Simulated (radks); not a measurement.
Task: Yb LVII, configuration [Ne] 3s2 3p2. All-electron calculation, Dirac Kohn-Sham, LB94 model potential, spin-unpolarised, spherical densities, finite nucleus; open shells fill j = l - 1/2 first; Fermi nuclear charge, rms radius 5.3108 fm. Program: a radial shooting solver on a logarithmic mesh with Libxc functionals.

Spin-orbit splittings of the eigenvalues, e(l+1/2) - e(l-1/2), with zeta = 2 splitting/(2l+1) and mean radii in bohr:

| shell | occ. | splitting (eV) | zeta (eV) | <r> j=l-1/2 | <r> j=l+1/2 |
|---|---|---|---|---|---|
| 2p | 6 | ? | ? | 0.06768 | 0.07491 |
| 3p | 2 | 285.9 | 190.6 | 0.1859 | 0.1968 |
| 3d | 0 | 68.75 | 27.50 | 0.1684 | 0.1718 |

Estimate the 2p splitting.

Result: 1082 eV (zeta = 721.2 eV).
